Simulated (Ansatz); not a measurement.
`BN([SiH3])[SiH3]` + `CN[SiH3]` → `CN([SiH3])[SiH3]` + `BN[SiH3]` at 400 K and 1 bar (ligand exchange at the Si–N bond).

Gas-phase electronic energies from Ansatz, PBE0-D4/def2-TZVP geometries. CBS: MP2 limit from def2 TZ/QZ plus the TZ coupled-cluster correction, frozen cores.

| species | CCSD(T)/CBS energy (Eh) | H − E (kJ/mol) | S (J/(mol·K)) |
| --- | --- | --- | --- |
| `BN([SiH3])[SiH3]` | -662.52490 | 240.8 | 386.1 |
| `CN[SiH3]` | -386.04948 | 233.7 | 327.3 |
| `CN([SiH3])[SiH3]` | -676.35037 | 283.6 | 393.1 |
| `BN[SiH3]` | -372.22946 | 191.4 | 318.7 |

H − E and S are ideal-gas, rigid-rotor, harmonic terms from PBE0-D4/def2-TZVP, for one conformer and one mirror image of each species. 1 Eh = 2625.50 kJ/mol, R = 8.31446 J/(mol·K).

Problem. By hand: ΔE, ΔH, ΔS and ΔG.

Solution. ΔE = (-676.35037) + (-372.22946) − (-662.52490) − (-386.04948) = -0.00545 Eh = -14.3 kJ/mol. Δ(H − E) = 283.6 + 191.4 − 240.8 − 233.7 = 0.5, so ΔH = -13.8 kJ/mol. ΔS = 393.1 + 318.7 − 386.1 − 327.3 = -1.6 J/(mol·K). ΔG = -13.8 − 400 × (-1.6)/1000 = -13.2 kJ/mol.

Problem. By hand: the equilibrium constant, and the temperature at which ΔG would vanish if ΔH and ΔS stayed fixed.

Solution. log₁₀ K = −ΔG/(RT ln 10) = 1.7. ΔG = 0 at ΔH/ΔS = 8625 K, far beyond where these terms or the molecules hold.

The number of gas molecules stays the same, so ΔS is small and ΔH decides. A doubt of 5 kJ/mol in ΔE shifts log₁₀ K by 0.7 here. Other conformers and mirror images would add mixing entropy, several J/(mol·K) or more a flexible species. Modes under 60 cm⁻¹, often nearly free rotors, make the harmonic entropy too high. These are equilibria of isolated gas molecules and say nothing of rates. Largest T1 diagnostic: 0.013 (customary marks: 0.02 for closed shells, 0.045 for open ones).
